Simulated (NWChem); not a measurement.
SbHCl2; SMILES [Cl][SbH][Cl]

```xyz
4

Sb    -0.5801     0.0244     0.0000
H     -0.7266    -1.7181     0.0000
Cl     0.9498     0.0271    -1.8448
Cl     0.9498     0.0271     1.8448
```
Atoms are numbered in this order, from 1.

Level: PBE-D3(BJ)/def2-SVP with def2 effective core potentials on Sb (NWChem), optimised geometry, unscaled harmonic frequencies. def2 effective core potentials on Sb; no spin-orbit coupling.

List the harmonic frequencies with IR intensities, and the thermochemistry.


```tsv
frequency (cm⁻¹)	IR intensity (km/mol)
114	1.9
352	58.7
358	23.0
590	15.3
600	15.4
1831	180.1
```

The zero-point energy comes out as 5.5 kcal/mol, the thermal correction to the enthalpy at 298.15 K (with zero-point energy) is 9.0 kcal/mol and the heat capacity Cv comes out as 13.1 cal/(mol K). The entropy at 298.15 K and 1 atm (symmetry number 1) is 75.5 cal/(mol K).

Rigid rotor and harmonic oscillator.
